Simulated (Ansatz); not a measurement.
VO4H3 (the lowest singlet isomer of a short search). The state is a singlet with charge 0. Geometry r2SCAN-D4/def2-SVP, basis def2-TZVP, Ansatz.

Cartesian coordinates in Å:
```
V -0.128 -0.463 0.074
O -0.360 0.152 -1.660
O 0.955 0.662 -1.236
O 0.592 -1.838 0.245
O -0.253 0.553 1.502
H 0.781 1.614 -1.102
H 0.044 0.292 2.386
H -1.632 -0.972 -0.209
```

| run | HOMO (eV) | LUMO (eV) |
| --- | --- | --- |
| A | -7.34 | -4.15 |
| B | -9.20 | -2.74 |
| C | -7.72 | -3.81 |
| D | -8.91 | -2.77 |
| E | -8.22 | -3.40 |
| F | -7.57 | -3.83 |

The structure holds one bond between oxygen atoms, so isomers without such links may lie far lower. Another isomer (singlet) lies 0.13 eV lower at PBE-D4/def2-TZVP; other spin states weren't run for this one.

The runs used B97M-V, LDA (SPW92), PBE0, r2SCAN, r2SCAN0, r2SCANh. Estimate which is which.

A LDA (SPW92) (0 % exact exchange); B r2SCAN0 (25 % exact exchange); C B97M-V (0 % exact exchange); D PBE0 (25 % exact exchange); E r2SCANh (10 % exact exchange); F r2SCAN (0 % exact exchange). Exact exchange lowers occupied and raises empty levels; among semilocal functionals meta-GGAs tend to open the gap a little, and such runs are hard to tell apart. The gap grows from 3.20 eV (LDA (SPW92)) to 6.46 eV (r2SCAN0). The restricted singlet is unstable towards broken spin symmetry in Hartree–Fock (as tested in another run); at LDA (SPW92)/def2-TZVP, r2SCAN0-D4/def2-TZVP, B97M-V/def2-TZVP, PBE0-D4/def2-TZVP and others this wasn't settled.
